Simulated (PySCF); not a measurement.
## Dipole response of H⁻ (hydrogen, charge -1)

1s2, closed-shell 1S. Computed with PySCF 2.14 in aug-cc-pVQZ-DK (5s4p3d2f, 46 functions), with scalar relativity by spin-free X2C-1e. Coupled (time-dependent) response in atomic units; α is the mean over directions.

```
 method  mean α (bohr³)  C₆ (like pair)  S(−4)
    UHF           33.22           207.3  532.8
LC-wPBE           36.80           239.0  669.2
  wB97X           33.49           210.7  537.4
```

S(−4) is the Cauchy moment in α(ω) = α(0) + S(−4) ω² + …

α(iu) at LC-wPBE:

```tsv
u (hartree)	α(iu) (bohr³)
0	36.80
0.0500	35.20
0.100	31.14
0.200	21.33
0.300	14.01
0.500	6.720
0.750	3.362
1.00	1.993
1.50	0.9328
2.00	0.5401
3.00	0.2484
5.00	0.09224
```

For an ion, C₆ is the dispersion term alone; charge-induced terms of lower order in 1/R come first.
